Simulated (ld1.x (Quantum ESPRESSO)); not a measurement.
# What one change does to a pseudopotential (Hf, TM)

* Element: Hf (Z = 72)
* Generator: ld1.x (Quantum ESPRESSO) 7.5
* Type: norm-conserving Troullier–Martins (Kleinman–Bylander form)
* Functional: PBE
* Relativity: fully relativistic
* Frozen core: [Xe] 4f14
* Valence charge: 4
* Reference configuration: 5d2 6s2 6p0
* Partial waves: 6s (bound): rc 3.15 bohr; 5d (bound): rc 2.75 bohr; 6p (bound, empty): rc 3.65 bohr
* Local potential: the p channel
* Core correction: none

Open shells are filled in proportion to 2j + 1 (rel_dist='average').

Change: all radii scaled by about 0.92 (s 2.90, p 3.36, d 2.54 bohr).

Cutoffs: the cutoffs (Ry, on a coarse ladder) from which the occupation-weighted sum of valence levels, in a spherical-Bessel basis at the reference potential, stays within 10 and 1 mRy of its value at 400 Ry; they do not see the model core or the augmentation charge, which bear on the density cutoff. Errors are all-electron minus pseudo energies relative to the spin-unpolarised reference configuration.

Problem. What does the change do?

Solution. The potential gets harder (18 Ry and 25 Ry → 21 Ry and 30 Ry); of the 7 tests that both files solve, the error grows in 0 and shrinks in 2 by more than 15 % and 0.3 meV (median size 5.7 → 4.3 meV); neither file shows a bound ghost. A smaller radius makes the pseudo-wave follow the all-electron one further in, where it bends more sharply, so more plane waves are needed.

```csv
quantity,base,changed
"cutoff, loose",18 Ry,21 Ry
"cutoff, tight",25 Ry,30 Ry
loose cutoff by channel (10 mRy a level),"s 6 Ry, d 18 Ry","s 6 Ry, d 21 Ry"
bound ghosts,none,none
"error for 5d2 6s1 6p0, meV [ΔE 7.98 eV]",+4.1,+4.3
"error for 5d2 6s0 6p0, meV [ΔE 22.16 eV]",+97,+100
"error for 5d1 6s0 6p0, meV [ΔE 43.94 eV]",+219,+231
"error for 5d2.5 6s1.5 6p0, meV [ΔE 1.25 eV]",+5.7,+4.2
"error for 5d2 6s0 6p1, meV [ΔE 12.62 eV]",-3.4,+1.5
"error for 5d2 6s1.5 6p0, meV [ΔE 3.26 eV]",+0.3,+0.3
"error for 5d3 6s0 6p0, meV [ΔE 9.99 eV]",+98,+84
```
